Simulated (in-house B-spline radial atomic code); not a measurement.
A calculation on Al IX (Al8+): its settings, and results tabulated from the run. Method: non-relativistic AM05, spin-polarised, spherical fractional occupations, point nucleus. Calculated with an all-electron radial atomic-structure program (B-spline basis).

Command:
```bash
python run_scf.py task.json out
```
Settings:
```
Z                13
configuration    [He] 2s2 2p1
hamiltonian      nr
method           am05
spin_polarised   True
```

Output (hartree, bohr):
```
 radial grid: 37 intervals, B-splines of order 8, outer radius 4.5977 bohr

 iter        energy (Eh)    residual
    1        -201.836367    6.67e-01
    2        -203.058161    4.17e-02
    3        -203.066543    1.91e-02
    4        -203.068267    8.70e-03
    5        -203.068707    7.70e-04
    6        -203.068711    9.36e-06
    7        -203.068711    2.03e-07
    8        -203.068711    4.86e-09

 total energy                      -203.06871
 kinetic                             202.7955
 electron-nucleus                   -433.3381
 Hartree                              38.1680
 exchange-correlation                -10.6941

 orbital      occ     eigenvalue          <r>       <r^2>       <1/r>       <r^4>     <1/r^3>       r_max
 1s up      1.000       -66.2773     0.120265   0.0194318     12.5823 0.000969262           -     0.07882
 1s down    1.000       -66.1802     0.120038   0.0193517     12.5997 0.000960756           -     0.07877
 2s up      1.000       -12.3096      0.53613    0.336837     2.74971    0.191455           -       0.455
 2s down    1.000       -12.1071     0.540219    0.342054     2.72105    0.197842           -      0.4575
 2p up      1.000       -11.2878     0.473121    0.271674     2.68092     0.14302     54.8954      0.3711
```

